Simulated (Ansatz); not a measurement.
H3AlBO, SMILES `[BH2][Al-][OH]` (singlet; the order of the spin states depends on the level) (charge -1, multiplicity 1). This singlet lies 0.06 eV below the relaxed triplet at the level B3LYP/aug-cc-pVTZ // PBE0-D3(BJ)/def2-TZVPD (Ansatz, a first-principles code); other levels give the other order.

Method: Ansatz with r2SCAN0/aug-cc-pVTZ // PBE0-D3(BJ)/def2-TZVPD.

Ansatz 0.2 input:
```yaml
crystal:
  periodic: [false, false, false]
  atoms:
    - { symbol: B, position_ang: [-1.212139, 0.128869, -0.216339] }
    - { symbol: Al, position_ang: [0.507853, -0.512447, 0.727785] }
    - { symbol: O, position_ang: [2.198626, -0.190523, 0.332357] }
    - { symbol: H, position_ang: [-1.914015, 0.921844, 0.389974] }
    - { symbol: H, position_ang: [-1.873002, -0.718453, -0.794766] }
    - { symbol: H, position_ang: [2.292675, 0.370707, -0.43901] }
basis:
  gaussian: { orbitals: aug-cc-pVTZ }
hamiltonian:
  xc: r2scan0
total_charge: -1
```

Output:

```
Functional definition: r2SCAN0
1001 factors; their error is unknown
mean field evaluation 1: about -9359.5230 eV, gradient 4.3e1 eV
mean field evaluation 2: about -9321.2892 eV, gradient 8.3e1 eV
mean field evaluation 4: about -9367.4918 eV, gradient 1.2e1 eV
mean field evaluation 8: about -9367.8122 eV, gradient 2.4e-1 eV
mean field evaluation 16: about -9367.8204 eV, gradient 2.3e-4 eV
mean field -9367.82044734 eV, -344.2610517029 hartree, gradient 5.4e-5 eV, S^2 0.000000; 0 other end points of the search recorded, 0 dependent functions left out
reference -9367.82047003 eV, -344.2610525370 hartree; 15, 15 occupied and 196, 196 virtual orbitals, 1001 factors
Total energy: -9367.82047003 eV, -344.2610525370 hartree
```
